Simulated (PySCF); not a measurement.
An unknown is described by computed data only.

Formula: CH3F3Si.

| Item | Value |
| --- | --- |
| Rotational structure | rotational constants A, B, C: 5.334, 2.927, 2.926 GHz [PBE0-D3(BJ)/def2-TZVP] |
| NMR, other nuclei | isotropic shieldings of nuclei other than C and H, by class: 243 (3 F), 418 (1 Si) ppm [GIAO B97-2/pcSseg-2] |
| 1H NMR | chemical shifts (computed TMS as zero) by class: 4.18 (3 H) ppm [GIAO B97-2/pcSseg-2] |
| Dipole | 2.22 D [B97-2/pcSseg-2] |
| 13C NMR | chemical shifts (computed TMS as zero) by class: 140.1 (1 C) ppm [GIAO B97-2/pcSseg-2] |

The electronic properties come from PySCF, for the isolated species, density fitting. Levels stand in brackets. Isolated species at its PBE0-D3(BJ)/def2-TZVP geometry, gas phase. Each NMR value is the plain mean over a class of atoms that symmetry, rotation or inversion makes alike.

**Question.** What is the compound? Reason from the data.

**Answer.** Numbering: `[F:1][C:2]([F:3])([F:4])[SiH3:5]`. Its formula, CH3F3Si, gives 0 degrees of unsaturation, so no ring and no π bond. The one carbon: CF3 carbon [C2] (140.1 ppm). All hydrogens form one class (4.18 ppm): Si–H hydrogen. The other shieldings belong to: 243 ppm, fluorine of a CF3 group [F1/F3/F4]; 418 ppm, SiH3 silicon [Si5]. By its constants the optimised geometry is a nearly prolate symmetric top. Structure: H3SiCF3, `FC(F)(F)[SiH3]`. The assignments are read from this structure; whether some other isomer fits the data as well wasn't checked.
